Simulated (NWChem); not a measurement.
All runs are NWChem calculations. System: Mg, charge 1, spin multiplicity 2. Its SCF solution wasn't tested for a lower state. Level: UMP2/def2-TZVP, 5 core orbitals frozen.

Job file:

```
start mol
memory heap 200 mb stack 900 mb global 1100 mb
charge 1
geometry units angstroms nocenter noautoz
  Mg     0.000000     0.000000     0.000000
  symmetry group D2h
end
basis spherical
  * library def2-tzvp
end
scf
  uhf
  nopen 1
  maxiter 100
  thresh 1e-7
  semidirect memsize 60000000 filesize 0
  # guess.movecs holds the orbitals of an unrestricted PBE0 run
  vectors input guess.movecs output mol.movecs
end
mp2
  freeze core 5
end
task mp2 energy
```

Part of the output:

```
             Northwest Computational Chemistry Package (NWChem) 7.3.0
             --------------------------------------------------------

                                NWChem Input Module
                                -------------------

 Scaling coordinates for geometry "geometry" by  1.889725989
 (inverse scale =  0.529177249)

                             Geometry "geometry" -> ""
                             -------------------------

 Output coordinates in angstroms (scale by  1.889725989 to convert to a.u.)

  No.       Tag          Charge          X              Y              Z
 ---- ---------------- ---------- -------------- -------------- --------------
    1 Mg                  12.0000     0.00000000     0.00000000     0.00000000

 Effective nuclear repulsion energy (a.u.)       0.0000000000

            Nuclear Dipole moment (a.u.)
            ----------------------------
        X                 Y               Z
 ---------------- ---------------- ----------------
     0.0000000000     0.0000000000     0.0000000000

      Symmetry information
      --------------------

 Group name             D2h
 Group number             26
 Group order               8
 No. of unique centers     1

      Symmetry unique atoms

     1


 Summary of "ao basis" -> "" (spherical)
 ------------------------------------------------------------------------------
       Tag                 Description            Shells   Functions and Types
 ---------------- ------------------------------  ------  ---------------------
 *                         def2-tzvp                  on all atoms

 Summary of "ao basis" -> "ao basis" (spherical)
 ------------------------------------------------------------------------------
       Tag                 Description            Shells   Functions and Types
 ---------------- ------------------------------  ------  ---------------------
 Mg                        def2-tzvp                12       32   5s4p3d

                                 NWChem SCF Module
                                 -----------------

  ao basis        = "ao basis"
  functions       =    32
  atoms           =     1
  alpha electrons =     6
  beta  electrons =     5
  charge          =   1.00
  wavefunction    = UHF
  use symmetry    = T
  symmetry adapt  = T

 Summary of "ao basis" -> "ao basis" (spherical)
 ------------------------------------------------------------------------------
       Tag                 Description            Shells   Functions and Types
 ---------------- ------------------------------  ------  ---------------------
 Mg                        def2-tzvp                12       32   5s4p3d

      Symmetry analysis of basis
      --------------------------

        ag         11
        au          0
        b1g         3
        b1u         4
        b2g         3
        b2u         4
        b3g         3
        b3u         4

 Forming initial guess at       0.0s

   Symmetry analysis of molecular orbitals - initial alpha
   -------------------------------------------------------

  Numbering of irreducible representations:

     1 ag          2 au          3 b1g         4 b1u         5 b2g
     6 b2u         7 b3g         8 b3u

  Orbital symmetries:

     1 ag          2 ag          3 b2u         4 b3u         5 b1u
     6 ag          7 b1u         8 b2u         9 b3u        10 ag
    11 ag         12 ag         13 b1g        14 b3g        15 b2g
    16 b1u

   Symmetry analysis of molecular orbitals - initial beta
[...]
 Vector    4  Occ=1.000000D+00  E=-2.602520D+00  Symmetry=b3u
              MO Center= -3.5D-20,  6.3D-21,  2.5D-21, r^2= 1.7D-01
   Bfn.  Coefficient  Atom+Function         Bfn.  Coefficient  Atom+Function
  ----- ------------  ---------------      ----- ------------  ---------------
     6      0.867993  1 Mg px                 9      0.216713  1 Mg px

 Vector    5  Occ=1.000000D+00  E=-2.602520D+00  Symmetry=b1u
              MO Center= -4.4D-34, -7.3D-34,  1.4D-26, r^2= 1.7D-01
   Bfn.  Coefficient  Atom+Function         Bfn.  Coefficient  Atom+Function
  ----- ------------  ---------------      ----- ------------  ---------------
     8      0.867993  1 Mg pz                11      0.216713  1 Mg pz

 Vector    6  Occ=0.000000D+00  E=-2.360211D-01  Symmetry=ag
              MO Center=  1.3D-23, -1.5D-23, -3.0D-33, r^2= 3.8D+00
   Bfn.  Coefficient  Atom+Function         Bfn.  Coefficient  Atom+Function
  ----- ------------  ---------------      ----- ------------  ---------------
     4      0.588999  1 Mg s                  5      0.521781  1 Mg s
     3     -0.281655  1 Mg s

 Vector    7  Occ=0.000000D+00  E=-1.213562D-01  Symmetry=b2u
              MO Center=  3.7D-35, -1.1D-24, -9.1D-36, r^2= 5.8D+00
   Bfn.  Coefficient  Atom+Function         Bfn.  Coefficient  Atom+Function
  ----- ------------  ---------------      ----- ------------  ---------------
    16      0.894475  1 Mg py                13      0.167191  1 Mg py

 Vector    8  Occ=0.000000D+00  E=-1.213562D-01  Symmetry=b1u
              MO Center=  4.2D-18,  1.5D-18, -2.9D-17, r^2= 5.8D+00
   Bfn.  Coefficient  Atom+Function         Bfn.  Coefficient  Atom+Function
  ----- ------------  ---------------      ----- ------------  ---------------
    17      0.894475  1 Mg pz                14      0.167191  1 Mg pz

 center of mass
 --------------
 x =   0.00000000 y =   0.00000000 z =   0.00000000

 moments of inertia (a.u.)
 ------------------
           0.000000000000           0.000000000000           0.000000000000
           0.000000000000           0.000000000000           0.000000000000
           0.000000000000           0.000000000000           0.000000000000

  Mulliken analysis of the total density
  --------------------------------------

    Atom       Charge   Shell Charges
 -----------   ------   -------------------------------------------------------
    1 Mg  12    11.00   2.00  0.71  1.27  0.91  0.10  5.11  0.88  0.00  0.00  0.00  0.00  0.00

  Mulliken analysis of the alpha density
  --------------------------------------

    Atom       Charge   Shell Charges
 -----------   ------   -------------------------------------------------------
    1 Mg  12     6.00   1.00  0.37  0.62  0.91  0.10  2.56  0.44  0.00  0.00  0.00  0.00  0.00

   Mulliken analysis of the beta density
   -------------------------------------

    Atom       Charge   Shell Charges
 -----------   ------   -------------------------------------------------------
    1 Mg  12     5.00   1.00  0.35  0.65  0.00 -0.00  2.56  0.44 -0.00  0.00  0.00  0.00  0.00

   Mulliken analysis of the spin density
   -------------------------------------

    Atom       Charge   Shell Charges
 -----------   ------   -------------------------------------------------------
    1 Mg  12     1.00   0.00  0.02 -0.03  0.91  0.10 -0.00 -0.00  0.00 -0.00 -0.00  0.00 -0.00

       Multipole analysis of the density wrt the origin
       ------------------------------------------------

     L   x y z        total         alpha         beta         nuclear
     -   - - -        -----         -----         ----         -------
     0   0 0 0      1.000000     -6.000000     -5.000000     12.000000

     1   1 0 0      0.000000      0.000000      0.000000      0.000000
     1   0 1 0      0.000000     -0.000000      0.000000      0.000000
     1   0 0 1     -0.000000      0.000000     -0.000000      0.000000

     2   2 0 0     -4.691127     -3.899324     -0.791802      0.000000
     2   1 1 0      0.000000      0.000000      0.000000      0.000000
     2   1 0 1     -0.000000      0.000000     -0.000000      0.000000
     2   0 2 0     -4.691127     -3.899324     -0.791802      0.000000
     2   0 1 1      0.000000      0.000000      0.000000      0.000000
     2   0 0 2     -4.691127     -3.899324     -0.791802      0.000000

                   NWChem MP2 Semi-direct Energy/Gradient Module
                   ---------------------------------------------

  Basis functions       =     32
  Molecular orbitals    =     32
  Frozen core           =      5
  Frozen virtuals       =      0
  Active alpha occupied =      1
  Active beta occupied  =      0
  Active alpha virtual  =     26
  Active beta virtual   =     27
  Use MO symmetry       = T
  Use skeleton AO sym   = T

  AO/Fock/Back tols     =   1.0D-09  1.0D-09  1.0D-09

          -------------------------------------------
          SCF energy                -199.363679799790
          Correlation energy           0.000000000000
          Singlet pairs                0.000000000000
          Triplet pairs                0.000000000000
          Total MP2 energy          -199.363679799790
          -------------------------------------------

          ---------------------------------------------------
                    Spin Component Scaled (SCS) MP2
          Same spin pairs                      0.000000000000
          Same spin scaling factor             0.333333333333
          Opposite spin pairs                  0.000000000000
          Opposite spin scaling fact.          1.200000000000
          SCS-MP2 correlation energy           0.000000000000
          Total SCS-MP2 energy              -199.363679799790
          ---------------------------------------------------

 -----------------------
 Performance information
 -----------------------

 Timer overhead =  1.67D-07 seconds/call

               Nr. of calls         CPU time (s)                 Wall time (s)                GFlops
             ---------------    -------------------     ------------------------------   -------------------
Name         Min   Avg   Max    Min     Avg     Max     Min     Avg     Max   Mx/calls   Min     Max     Sum
mp2: tota     1     1     1   1.42E-2 1.42E-2 1.42E-2  1.42E-2 1.42E-2 1.42E-2 1.42E-2   0.0     0.0     0.0

 The average no. of pstat calls per process was 1.00D+00
 with a timing overhead of 1.67D-07s

 Task  times  cpu:        0.2s     wall:        0.2s

 Total times  cpu:        0.2s     wall:        0.2s
```
